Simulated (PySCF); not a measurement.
## Bond curve of RbHg

Set-up: PySCF, scalar-relativistic core potentials, basis sets Rb def2-SVP with ECP28, Hg def2-SVP with ECP60. Energies in eV from Rb + Hg in their ground configurations at the same level. All curves are PBE0. state 1: ²Σ⁺ (doublet), unpaired electrons σ ↑; state 2: doublet, unpaired electrons π ↑, a second solution, started from another occupation; state 3: ⁴Π (quartet), unpaired electrons σ ↑↑, π ↑, a second solution, started from another occupation.

| R (Å) | state 1 | state 2 | state 3 |
| --- | --- | --- | --- |
| 3.678 | -0.0103 | 1.0500 | 5.0176 |
| 3.849 | -0.0328 | 1.0900 | 5.0050 |
| 4.020 | -0.0434 | 1.1329 | 5.0105 |
| 4.149 | -0.0465 | 1.1643 | 5.0228 |
| 4.277 | -0.0470 | 1.1939 | 5.0400 |
| 4.405 | -0.0459 | 1.2210 | 5.0603 |
| 4.576 | -0.0429 | 1.2532 | 5.0902 |
| 4.790 | -0.0380 | 1.2869 | 5.1290 |
| 5.047 | -0.0318 | 1.3188 | 5.1736 |
| 5.389 | -0.0241 | 1.3495 | 5.2252 |

Task: Put a parabola through the three lowest points of the state 1 curve and estimate Re, k and ωe (reduced mass 59.78 u; 1 eV/Å² = 0.16022 mdyn/Å; ωe = 1302.8·√(k/μ) cm⁻¹).

Result: Through R = 4.149, 4.277, 4.405 Å the second-order coefficient is 0.0488 eV/Å², so Re ≈ 4.253 Å, k ≈ 0.0156 mdyn/Å and ωe ≈ 21 cm⁻¹. A polynomial fit of higher order to the unrounded PBE0 energies gives Re = 4.245 Å, k = 0.0178 mdyn/Å, ωe = 22.5 cm⁻¹; anharmonicity and rounding make the difference.

The higher-order fit for each curve: state 1: Re = 4.245 Å, ωe = 22.5 cm⁻¹, De = 0.047 eV; state 3: Re = 3.873 Å, ωe = 51.4 cm⁻¹, minimum 5.00 eV above the ground-state fragments. State 2 gave no clean fit.

The bond is weak. Basis-set superposition, not corrected here, can be much of De in a small basis, most of all at correlated wavefunction levels. Functionals without a dispersion term scatter widely for such bonds, and LDA overbinds them. Spin–orbit coupling is left out. Counting both spins, an empty level lies below a filled one in some of these solutions, because spin and occupation are held. The state was picked by a PBE0 search and need not be the measured ground state.
